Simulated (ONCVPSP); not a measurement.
**What one change does to a pseudopotential (Ta (Z = 73), ONCV)**

- Element: tantalum (Ta)
- Generator: ONCVPSP 4.0.1
- Type: optimised norm-conserving Vanderbilt (ONCV)
- Functional: PBE
- Relativity: scalar-relativistic
- Frozen core: [Kr] 4d10 4f14
- Valence charge: 13
- Reference configuration: 5s2 5p6 5d3 (charge +2)
- Partial waves: 5s: rc 1.65 bohr, ncon 4, nbas 7, qcut 8.1 1/bohr, 2 projectors, debl 3 Ha; 5p: rc 1.85 bohr, ncon 3, nbas 8, qcut 8.6 1/bohr, 2 projectors, debl 1.7 Ha; 5d: rc 2.50 bohr, ncon 4, nbas 8, qcut 6.5 1/bohr, 2 projectors, debl 3.3 Ha
- Local potential: polynomial inside 1.35 bohr (lpopt 5, dvloc0 3 Ha)
- Core correction: Teter function, fcfact 3.25, rcfact 1.6

In the s channel the program set the typed energies aside and used -3.254, 0.250 Ha. In the p channel the program set the typed energies aside and used -2.020, 0.250 Ha.

All-electron outer shells of the reference configuration (PBE, scalar-relativistic, ld1.x):

```csv
shell,level (eV),outermost node (bohr),outermost maximum (bohr)
5p,-54.95,0.58,1.13
4f,-40.27,–,0.44
5d,-18.31,0.65,1.54
```

Change: s: rc 1.94. In the s channel the program set the typed energies aside and used -3.254, 0.050 Ha. In the p channel the program set the typed energies aside and used -2.020, 0.250 Ha.

Cutoffs: the cutoffs (Ha) at which the residual kinetic energy of the hardest occupied pseudo-wave falls to 1 and 0.1 mHa per electron; they do not see the model core or the augmentation charge, which bear on the density cutoff. Errors are all-electron minus pseudo energies relative to the spin-unpolarised reference configuration.

Q: What does the change do?

A: The potential gets neither clearly harder nor softer (22 Ha and 26 Ha → 20 Ha and 25 Ha); the p channel sets the loose cutoff, while the largest relative change is in s, which becomes softer; of the 4 tests that both files solve, the error grows in 2 and shrinks in 0 by more than 15 % and 0.3 meV (median size 7.1 → 8.0 meV); neither file shows a bound ghost.

```csv
quantity,base,changed
"cutoff, loose",22 Ha,20 Ha
"cutoff, tight",26 Ha,25 Ha
loose cutoff by channel,"s 22 Ha, p 20 Ha, d 13 Ha","s 19 Ha, p 20 Ha, d 13 Ha"
bound ghosts,none,none
GHOST(+) flags under 300 eV,none,s at 222.4 eV
"error for 5s2 5p6 5d3 6s2, meV [ΔE -23.44 eV]",+9.7,+10
"error for 5s2 5p6 5d3 6s1, meV [ΔE -14.97 eV]",+4.5,+5.6
"error for 5s2 5p6 5d2, meV [ΔE 23.60 eV]",-28,-29
"error for 5s2 5p6 5d4 6s1, meV [ΔE -21.35 eV]",+4.1,+5.0
p: phases at 1.88 bohr within 0.05 rad from the reference energy up to (Ha; the scan ends near 5),to the end of the scan,to the end of the scan
d: phases at 2.55 bohr within 0.05 rad from the reference energy up to (Ha; the scan ends near 5),to the end of the scan,to the end of the scan
"rms error of d²Exc/dni dnj with the model core, mHa",1.32,1.45
```
